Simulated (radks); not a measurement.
Task: Spherical quantum dot in the effective-mass picture: electrons in a parabolic well V = omega^2 r^2 / 2 with omega = 0.127, with a point charge +1 (a donor) at the centre, all in effective atomic units (hartree* = m*/eps^2 hartree, bohr* = eps/m* bohr), one dielectric constant everywhere. Method: non-relativistic Kohn-Sham, exchange-only LDA, spin-polarised, spherical densities; computed with a radial shooting solver with Libxc functionals. Levels are named by radial order and angular momentum (1s, 1p, 1d, 2s, ...), and open shells are averaged over m. Results are scaled to m* = 0.33 and eps = 11.6, for which hartree* = 66.73 meV and bohr* = 1.86 nm. At N = 35 the configuration is 1s2 1p6 1d10 2s2 1f14 2p(up 1, down 0). Does electron 36 go into 2p up or 2p down or 3s up?

Result: Into 2p up. The total energies of the other choices lie higher by 0.498 meV (3s up), 0.654 meV (2p down).
